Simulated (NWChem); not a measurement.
System: C$_{2}$H$_{6}$O$_{2}$Si; SMILES C=CO[SiH2]O

```xyz
11

C      0.3405    -2.7644    -0.0477
C     -0.2228    -1.5785     0.1797
O     -0.0223    -0.5011    -0.6102
Si    -0.4745     1.0836    -0.3217
O      0.7898     2.0112     0.1995
H      1.0094    -2.9172    -0.8972
H      0.1281    -3.6008     0.6189
H     -0.9017    -1.4225     1.0316
H     -1.5725     1.0277     0.6920
H     -0.8880     1.6670    -1.6146
H      1.1863     1.8062     1.0511
```
Atoms are numbered in this order, from 1.

STO-3G and 3-21G are far too small for this property and stand as cheap habits. The geometry was optimised at PBE0/def2-SVP.

Problem. Give the principal values of the shielding tensors (ppm) of C1, C2, O3, Si4, O5 from Hartree-Fock/STO-3G, GIAO (NWChem), with their diamagnetic and paramagnetic parts as GIAO splits them.

Solution. 
```csv
atom,σ11,σ22,σ33,isotropic,diamagnetic,paramagnetic
C1,45.2,174.3,224.5,148.0,254.3,-106.3
C2,17.1,139.2,178.4,111.5,255.8,-144.2
O3,267.0,428.3,496.0,397.1,381.4,15.7
Si4,547.7,586.1,628.4,587.4,865.7,-278.3
O5,342.2,457.3,528.7,442.7,379.9,62.8
```
